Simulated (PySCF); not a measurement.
Compound: C6H14P2.
Atom-mapped SMILES: `[CH3:1][CH2:2][P:3]1[CH2:4][CH2:5][PH:6][CH2:7][CH2:8]1` (hydrogens: H9, H10, H11 on C1; H12, H13 on C2; H14, H15 on C4; H16, H17 on C5; H18 on P6; H19, H20 on C7; H21, H22 on C8)

The same species was optimised twice, with GFN2-xTB and with PBE0-D3(BJ)/def2-SVP (PySCF), and the same property calculations (PySCF, gas phase) were run on both structures.

```csv
coordinate,GFN2-xTB,PBE0-D3(BJ)/def2-SVP,change
C2–P3 (Å),1.862,1.858,-0.004
P6–C7 (Å),1.863,1.867,+0.004
C5–P6 (Å),1.863,1.867,+0.004
C4–C5 (Å),1.526,1.528,+0.002
C7–C8 (Å),1.525,1.528,+0.003
P3–C8 (Å),1.864,1.863,-0.001
C1–C2 (Å),1.523,1.522,-0.001
P3–C4 (Å),1.865,1.864,-0.001
C2–P3–C8 (°),97.5,99.3,+1.8
C5–P6–C7 (°),97.0,98.6,+1.6
C4–P3–C8 (°),97.2,98.6,+1.4
C1–C2–P3 (°),111.9,113.1,+1.2
C2–P3–C4 (°),99.1,100.2,+1.1
P3–C8–C7 (°),110.9,111.9,+1.0
P3–C4–C5 (°),110.8,111.6,+0.8
P6–C7–C8 (°),110.1,110.7,+0.6
C1–C2–P3–C4 (°),77,75,-2
```

Rotational constants: A = 2925, B = 859.4, C = 737.2 MHz (GFN2-xTB) against A = 2893, B = 852.3, C = 726.4 MHz (PBE0-D3(BJ)/def2-SVP). Point groups within 0.08 Å: C1 and C1.

On the GFN2-xTB structure: HOMO (eV) -6.56 [PBE0/pcSseg-1]; LUMO (eV) 0.76 [PBE0/pcSseg-1]; dipole (D) 0.55 [PBE0/pcSseg-1]; GIAO shielding of C1 (ppm) 174.8 [PBE0/pcSseg-1]; GIAO shielding of C2 (ppm) 156.2 [PBE0/pcSseg-1]; GIAO shielding of P3 (ppm) 368.6 [PBE0/pcSseg-1]; GIAO shielding of C4/C8 (mean) (ppm) 155.9 [PBE0/pcSseg-1]; GIAO shielding of C5/C7 (mean) (ppm) 165.5 [PBE0/pcSseg-1]; GIAO shielding of P6 (ppm) 426.3 [PBE0/pcSseg-1].

Problem. What do these properties become on the PBE0-D3(BJ)/def2-SVP structure?

Solution. 
| property | level | on GFN2-xTB | on PBE0-D3(BJ)/def2-SVP | change |
| --- | --- | --- | --- | --- |
| HOMO (eV) | PBE0/pcSseg-1 | -6.56 | -6.45 | +0.11 |
| LUMO (eV) | PBE0/pcSseg-1 | 0.76 | 0.73 | -0.03 |
| dipole (D) | PBE0/pcSseg-1 | 0.55 | 0.60 | +0.05 |
| energy, GFN2-xTB geometry as zero (kcal/mol) | PBE0/pcSseg-1 | 0.0 | -1.1 | -1.1 |
| GIAO shielding of C1 (ppm) | PBE0/pcSseg-1 | 174.8 | 173.1 | -1.7 |
| GIAO shielding of C2 (ppm) | PBE0/pcSseg-1 | 156.2 | 156.5 | +0.3 |
| GIAO shielding of P3 (ppm) | PBE0/pcSseg-1 | 368.6 | 363.4 | -5.2 |
| GIAO shielding of C4/C8 (mean) (ppm) | PBE0/pcSseg-1 | 155.9 | 156.0 | +0.1 |
| GIAO shielding of C5/C7 (mean) (ppm) | PBE0/pcSseg-1 | 165.5 | 165.2 | -0.3 |
| GIAO shielding of P6 (ppm) | PBE0/pcSseg-1 | 426.3 | 411.7 | -14.6 |

The heavy atoms differ by 0.023 Å rms after alignment. Among bonds between heavy atoms C2–P3, C5–P6, P6–C7 and C7–C8 change most and about equally (-0.004 to +0.004 Å). Changes are differences of the printed values. Neither structure is proved a minimum here.
